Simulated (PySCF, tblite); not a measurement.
Isomers of C8H16NP. Computed with GFN2-xTB (tblite): harmonic, unscaled wavenumbers at the GFN2-xTB geometry, gas phase. This tight-binding method is rough: wavenumbers can miss measured ones by several per cent, in bad cases by 10 to 20. One conformer each.

Electronic energies: PBE0-D3(BJ)/def2-SVP at its own geometries (PySCF, gas phase).

| SMILES | electronic energy, lowest = 0 (kJ/mol) |
| --- | --- |
| C=CP(C1CC1)N(C)CC | 160.0 |
| CN=[P@]12CCC[C@H]1CCC2 | 0.0 |
| C=CP(C=C)NC(C)(C)C | 109.8 |

**Question.** How do GFN2-xTB zero-point energies change the relative energies?

**Answer.** 
| SMILES | ZPE (kJ/mol) | of it from modes above 1550 cm⁻¹ | electronic (kJ/mol) | with ZPE, lowest = 0 (kJ/mol) | lowest mode (cm⁻¹) | rings |
| --- | --- | --- | --- | --- | --- | --- |
| CN=[P@]12CCC[C@H]1CCC2 | 594.6 | 283.6 | 0.0 | 0.0 | 71 | 2 |
| C=CP(C=C)NC(C)(C)C | 576.1 | 312.9 | 109.8 | 91.2 | 22 | 0 |
| C=CP(C1CC1)N(C)CC | 582.1 | 299.0 | 160.0 | 147.5 | 45 | 1 |

The zero-point energies span 18.5 kJ/mol, from `C=CP(C=C)NC(C)(C)C` to `CN=[P@]12CCC[C@H]1CCC2`. The order is unchanged.

**Question.** And how do the electronic energies of GFN2-xTB itself compare?

**Answer.** `CN=[P@]12CCC[C@H]1CCC2` 0.0; `C=CP(C=C)NC(C)(C)C` 184.5; `C=CP(C1CC1)N(C)CC` 180.7 kJ/mol, lowest = 0. Against the energies above, taken from the same isomer `CN=[P@]12CCC[C@H]1CCC2`, the largest difference is 74.7 kJ/mol. The two levels were optimised apart and needn't hold the same conformer.
